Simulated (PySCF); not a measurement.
Molecule: SMILES F[C@@H]1CN[SiH2]C1, C₃H₈FNSi.

Geometry:
```
atom   x (Å)   y (Å)   z (Å)
  F1  -1.162   0.365   1.515
  C2  -1.155   0.328   0.130
  C3  -0.576  -1.010  -0.316
  N4   0.864  -0.910  -0.215
 Si5   1.473   0.710  -0.132
  C6  -0.253   1.455  -0.360
  H7  -2.201   0.438  -0.204
  H8  -0.990  -1.794   0.342
  H9  -0.928  -1.229  -1.345
 H10   1.389  -1.773  -0.233
 H11   2.421   1.075  -1.234
 H12   2.151   1.069   1.154
 H13  -0.424   1.641  -1.433
 H14  -0.470   2.383   0.186
```

Geometry PBE0-D3(BJ)/def2-SVP throughout; GIAO in PySCF 2.14, gas phase, one conformer, non-relativistic; equivalent atoms averaged; functional PBE0.

For orientation, 6-31G* gives these absolute shieldings σ: F1 378.4, C2 107.6, C3 142.9, C6 177.5, H12 26.71, H7 26.95, H8 28.72, H13 31.00, H10 32.54 ppm.

A run gave: F1 365.3, C2 91.2, C3 129.7, C6 167.0, H12 26.23, H7 26.24, H8 27.77, H13 30.30, H10 31.48 ppm (absolute shieldings σ).

**Question.** Which basis set was used in that run?
A. def2-TZVP
B. STO-3G
C. def2-SVP
D. pcSseg-1
E. 6-31G

**Answer.** D. H8 tells them apart best: pcSseg-1 gives 27.77, def2-SVP gives 28.15, def2-TZVP gives 28.05, 6-31G gives 29.22, STO-3G gives 30.87 ppm.
